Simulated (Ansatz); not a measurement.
Process, species as SMILES: N[SiH2] -> N[SiH2-] (an electron is taken up)
Geometries: B3LYP-D3(BJ)/def2-TZVP minima from Ansatz (a program for electronic structure), one conformer each, not searched for the lowest. Frequencies are from Ansatz.

Property: adiabatic electron affinity (0 K, with B3LYP-D3(BJ) harmonic zero-point energies), positive where the reaction releases energy, in eV. Valence correlation only, unless marked. UHF or UKS for open shells. Spin-orbit coupling is left out. Non-relativistic. Anions need diffuse functions: aug- sets have them; def2-D sets add few; the other sets have none. CBS marks a two-point X^-3 extrapolation of the correlation energy; Hartree-Fock from the larger set.

```csv
level,program,adiabatic electron affinity (eV)
HF/6-31G*,Ansatz,-0.33
```

**Question.** What does CCSD(T)/CBS(aug-cc-pV(T+d)Z,aug-cc-pV(Q+d)Z) (Ansatz) give?

**Answer.** 1.00 eV
